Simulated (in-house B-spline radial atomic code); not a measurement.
Response of Cs+ as one setting changes: the share of exact exchange in a PBE hybrid. A dash marks a strongly mixed or unbound state. Computed with a B-spline radial code for spherical atoms: linear response of the closed shell [Kr] 4d10 5s2 5p6 with the functional's adiabatic kernel; scalar-relativistic (spin-free one-electron X2C), finite nucleus, no spin-orbit coupling, no double excitations, S, P, D and F terms only; shells from n = 3 respond. Only terms of natural parity with L up to 3 were computed.

Spin-orbit coupling is strong here, so these LS terms don't match observed levels.

```json
{"share of exact exchange in a PBE hybrid": "0", "lowest 1P (eV)": "5p → 6s 13.107", "lowest 3P, Tamm-Dancoff (eV)": "5p → 6s 12.792", "minus highest occupied level (eV)": "18.671", "α (bohr³)": "16.33"}
{"share of exact exchange in a PBE hybrid": "0.1", "lowest 1P (eV)": "5p → 6s 13.330", "lowest 3P, Tamm-Dancoff (eV)": "5p → 6s 12.983", "minus highest occupied level (eV)": "19.260", "α (bohr³)": "16.2"}
{"share of exact exchange in a PBE hybrid": "0.2", "lowest 1P (eV)": "5p → 6s 13.552", "lowest 3P, Tamm-Dancoff (eV)": "5p → 6s 13.161", "minus highest occupied level (eV)": "19.849", "α (bohr³)": "16.07"}
{"share of exact exchange in a PBE hybrid": "0.3", "lowest 1P (eV)": "5p → 6s 13.772", "lowest 3P, Tamm-Dancoff (eV)": "-", "minus highest occupied level (eV)": "20.440", "α (bohr³)": "15.95"}
{"share of exact exchange in a PBE hybrid": "0.4", "lowest 1P (eV)": "5p → 6s 13.990", "lowest 3P, Tamm-Dancoff (eV)": "-", "minus highest occupied level (eV)": "21.032", "α (bohr³)": "15.84"}
{"share of exact exchange in a PBE hybrid": "0.5", "lowest 1P (eV)": "5p → 6s 14.207", "lowest 3P, Tamm-Dancoff (eV)": "-", "minus highest occupied level (eV)": "21.625", "α (bohr³)": "15.72"}
{"share of exact exchange in a PBE hybrid": "0.6", "lowest 1P (eV)": "?", "lowest 3P, Tamm-Dancoff (eV)": "?", "minus highest occupied level (eV)": "?", "α (bohr³)": "?"}
{"share of exact exchange in a PBE hybrid": "0.7", "lowest 1P (eV)": "?", "lowest 3P, Tamm-Dancoff (eV)": "?", "minus highest occupied level (eV)": "?", "α (bohr³)": "?"}
{"share of exact exchange in a PBE hybrid": "0.8", "lowest 1P (eV)": "5p → 6s 14.848", "lowest 3P, Tamm-Dancoff (eV)": "5p → 5d 13.905", "minus highest occupied level (eV)": "23.409", "α (bohr³)": "15.42"}
{"share of exact exchange in a PBE hybrid": "0.9", "lowest 1P (eV)": "5p → 6s 15.058", "lowest 3P, Tamm-Dancoff (eV)": "5p → 5d 13.990", "minus highest occupied level (eV)": "24.005", "α (bohr³)": "15.32"}
{"share of exact exchange in a PBE hybrid": "1", "lowest 1P (eV)": "5p → 6s 15.266", "lowest 3P, Tamm-Dancoff (eV)": "5p → 5d 14.069", "minus highest occupied level (eV)": "24.603", "α (bohr³)": "15.23"}
```

Problem. What belongs in the row for 0.6?

Solution. lowest 1P (eV): 5p → 6s 14.423; lowest 3P, Tamm-Dancoff (eV): -; minus highest occupied level (eV): 22.218; α (bohr³): 15.62.

Problem. What belongs in the row for 0.7?

Solution. lowest 1P (eV): 5p → 6s 14.636; lowest 3P, Tamm-Dancoff (eV): 5p → 5d 13.814; minus highest occupied level (eV): 22.813; α (bohr³): 15.51.
